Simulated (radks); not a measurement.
The numbers below are computed, except where a source is named.
Spherical quantum dot in the effective-mass picture: electrons in a parabolic well V = omega^2 r^2 / 2 with omega = 0.347, all in effective atomic units (hartree* = m*/eps^2 hartree, bohr* = eps/m* bohr), one dielectric constant everywhere. Level of theory: non-relativistic Kohn-Sham, exchange-only LDA, spin-polarised, spherical densities (a radial shooting solver with Libxc functionals). Levels are named by radial order and angular momentum (1s, 1p, 1d, 2s, ...), and open shells are averaged over m.

N = 25, configuration 1s2 1p6 1d10 2s2 1f(up 5, down 0). This is the lowest configuration that the search found. Occupied and some empty levels:

level,occupation,eigenvalue (hartree*),<r> (bohr*)
1s up,1,6.0244,3.669
1s down,1,6.0452,3.478
1p up,3,6.1205,4.355
1p down,3,6.1520,4.249
1d up,5,6.2410,4.815
1d down,5,6.2787,4.763
2s up,1,6.2983,3.870
2s down,1,6.3198,3.958
1f up,5,6.3827,5.171
1f down,0,6.4235,5.152
2p up,0,6.4678,4.366
2p down,0,6.4900,4.395
1g up,0,6.5429,5.470
1g down,0,6.5849,5.472
2d up,0,6.6483,4.811
2d down,0,6.6729,4.813

Energy (hartree*): total 96.5356, kinetic 6.2296, external 34.255, Hartree 61.197, exchange-correlation -5.1458.
